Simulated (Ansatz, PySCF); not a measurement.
MoO3, SMILES [O]=[Mo](=[O])=[O], multiplicity 1. Atoms are numbered in the order given.

```xyz
4

Mo     0.0000     0.0000    -0.2190
O      1.4008    -0.8087     0.3231
O     -1.4008    -0.8087     0.3231
O      0.0000     1.6175     0.3231
```

Geometry: B3LYP-D3(BJ)/def2-TZVP. The multiplicity is an assumed one; other spin states were not compared. The isomer is the one that the SMILES or the coordinates give; other isomers of the formula were not compared. The def2 effective core potentials stand for the cores of Mo; spin–orbit coupling is left out.

Two levels are set side by side: PBE-D3(BJ)/def2-TZVP (Ansatz, a first-principles code) and B3LYP-D3(BJ)/def2-TZVP (Ansatz). Each level has its own optimised geometry; the coordinates shown are those of the second. Frequencies come from the Hessian of PySCF at each geometry. Differences are taken from unrounded values.

```tsv
quantity	B3LYP-D3(BJ)	PBE-D3(BJ)	PBE-D3(BJ) minus B3LYP-D3(BJ)
mean bond length (Å)	1.706	1.717	0.011
bond Mo1–O2 (Å)	1.706	1.717	0.011
bond Mo1–O3 (Å)	1.706	1.717	0.011
bond Mo1–O4 (Å)	1.706	1.717	0.011
highest harmonic wavenumber (cm⁻¹)	1014	979	-35
mean harmonic wavenumber (cm⁻¹)	649	633	-15
zero-point energy (kcal/mol)	5.57	5.43	-0.13
```

Exact exchange shortens and stiffens bonds; PBE has none. Differences between two approximate levels are no errors against the true value.
